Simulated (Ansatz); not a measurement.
Geometry optimisation of C₃H₈OSi (`CC1C[SiH2]O1`).

```yaml
crystal:
  periodic: [false, false, false]
  atoms:
    - {symbol: C, position_ang: [-1.479553, 0.401576, -0.850271]}
    - {symbol: C, position_ang: [-0.612367, -0.135748, 0.273869]}
    - {symbol: C, position_ang: [0.664235, -0.925201, -0.163643]}
    - {symbol: Si, position_ang: [1.563311, 0.379981, 0.873196]}
    - {symbol: O, position_ang: [-0.030568, 0.973581, 1.038640]}
    - {symbol: H, position_ang: [-2.265986, 1.067741, -0.442362]}
    - {symbol: H, position_ang: [-1.970798, -0.428597, -1.398325]}
    - {symbol: H, position_ang: [-0.869715, 0.987904, -1.568678]}
    - {symbol: H, position_ang: [-1.236475, -0.746338, 0.966755]}
    - {symbol: H, position_ang: [0.844432, -0.893899, -1.256573]}
    - {symbol: H, position_ang: [0.707917, -1.975773, 0.182653]}
    - {symbol: H, position_ang: [2.195569, -0.075625, 2.162497]}
    - {symbol: H, position_ang: [2.510495, 1.335598, 0.197142]}
basis:
  gaussian: {orbitals: def2-TZVP}
hamiltonian: {xc: pbe0, dispersion: d4}
relax: {f_tol: 0.005, max_steps: 150}
```

```sh
$ ansatz run in.yaml --threads 4 --pin off --events-out ev --progress --plain --max-ram 10444MiB
```

Shortened log:

```
Functional definition: PBE0
mean field -13159.37103040 eV, -483.5979656251 hartree, gradient 4.1e-5 eV, S^2 0.000000; 0 other end points of the search recorded, 0 dependent functions left out
relax step   1: F+E_penalty+E_count = -13159.59918042 eV  Δ(F+E_penalty+E_count) = +0.000e0 eV  max|allowed force component| = 9.163e-1 eV/Å  Δτ_max = 0.0000 Å  (28 SCF iters, accepted)
mean field -13159.43143511 eV, -483.6001854575 hartree, gradient 1.4e-5 eV, S^2 0.000000; 0 other end points of the search recorded, 0 dependent functions left out
relax step   2: F+E_penalty+E_count = -13159.66087745 eV  Δ(F+E_penalty+E_count) = -6.170e-2 eV  max|allowed force component| = 6.926e-1 eV/Å  Δτ_max = 0.0283 Å  (32 SCF iters, accepted)
mean field -13159.44426941 eV, -483.6006571092 hartree, gradient 1.4e-5 eV, S^2 0.000000; 0 other end points of the search recorded, 0 dependent functions left out
relax step   3: F+E_penalty+E_count = -13159.67452711 eV  Δ(F+E_penalty+E_count) = -1.365e-2 eV  max|allowed force component| = 8.674e-2 eV/Å  Δτ_max = 0.0210 Å  (32 SCF iters, accepted)
mean field -13159.44448629 eV, -483.6006650795 hartree, gradient 1.4e-5 eV, S^2 0.000000; 0 other end points of the search recorded, 0 dependent functions left out
relax step   4: F+E_penalty+E_count = -13159.67477019 eV  Δ(F+E_penalty+E_count) = -2.431e-4 eV  max|allowed force component| = 1.365e-2 eV/Å  Δτ_max = 0.0034 Å  (32 SCF iters, accepted)
mean field -13159.44452093 eV, -483.6006663525 hartree, gradient 1.4e-5 eV, S^2 0.000000; 0 other end points of the search recorded, 0 dependent functions left out
relax step   5: F+E_penalty+E_count = -13159.67479425 eV  Δ(F+E_penalty+E_count) = -2.405e-5 eV  max|allowed force component| = 5.966e-3 eV/Å  Δτ_max = 0.0022 Å  (32 SCF iters, accepted)
mean field -13159.44452075 eV, -483.6006663456 hartree, gradient 1.4e-5 eV, S^2 0.000000; 0 other end points of the search recorded, 0 dependent functions left out
relax step   6: F+E_penalty+E_count = -13159.67481063 eV  Δ(F+E_penalty+E_count) = -1.639e-5 eV  max|allowed force component| = 2.163e-3 eV/Å  Δτ_max = 0.0040 Å  (32 SCF iters, accepted)
mean field -13159.44450176 eV, -483.6006656480 hartree, gradient 1.4e-5 eV, S^2 0.000000; 0 other end points of the search recorded, 0 dependent functions left out
relax step   7: F+E_penalty+E_count = -13159.67482235 eV  Δ(F+E_penalty+E_count) = -1.172e-5 eV  max|allowed force component| = 4.153e-3 eV/Å  Δτ_max = 0.0051 Å  (32 SCF iters, accepted)
mean field -13159.44448774 eV, -483.6006651326 hartree, gradient 1.4e-5 eV, S^2 0.000000; 0 other end points of the search recorded, 0 dependent functions left out
relax step   8: F+E_penalty+E_count = -13159.67482899 eV  Δ(F+E_penalty+E_count) = -6.640e-6 eV  max|allowed force component| = 3.585e-3 eV/Å  Δτ_max = 0.0038 Å  (32 SCF iters, accepted)
mean field -13159.44448774 eV, -483.6006651326 hartree, gradient 1.4e-5 eV, S^2 0.000000; 1 other end points of the search recorded, 0 dependent functions left out
Total energy: -13159.67486265 eV, -483.6091312542 hartree
Atom 0 at    -1.455721     0.402421    -0.840550 Å, force     0.000376    -0.000221    -0.001171 eV/Å
Atom 1 at    -0.608421    -0.139775     0.279095 Å, force     0.001588     0.000908     0.003585 eV/Å
Atom 2 at     0.656220    -0.923130    -0.163171 Å, force    -0.000621     0.001708    -0.002309 eV/Å
Atom 3 at     1.532513     0.374764     0.857464 Å, force     0.000006     0.001284     0.000225 eV/Å
Atom 4 at    -0.018687     0.952875     1.041927 Å, force    -0.000329    -0.003015    -0.001767 eV/Å
Atom 5 at    -2.242390     1.048284    -0.445540 Å, force     0.000477     0.000398     0.000560 eV/Å
Atom 6 at    -1.921306    -0.417108    -1.394298 Å, force    -0.000163     0.000378     0.000579 eV/Å
Atom 7 at    -0.845534     0.987941    -1.533118 Å, force    -0.000190    -0.000044    -0.000671 eV/Å
Atom 8 at    -1.223046    -0.734644     0.963223 Å, force    -0.000873    -0.000544    -0.000260 eV/Å
Atom 9 at     0.822760    -0.892797    -1.240157 Å, force     0.000421    -0.000817     0.000237 eV/Å
Atom 10 at     0.691558    -1.955929     0.179550 Å, force    -0.000163     0.000099     0.001061 eV/Å
Atom 11 at     2.173517    -0.061328     2.128277 Å, force    -0.000528    -0.000430    -0.000052 eV/Å
Atom 12 at     2.459033     1.323626     0.182199 Å, force    -0.000001     0.000296    -0.000017 eV/Å
Dipole moment:     0.016502    -0.295155    -0.208508 e Å
```

Run time 13 s (4 threads of an AMD EPYC 9R45 on a shared host); peak host memory 0.58 GiB.
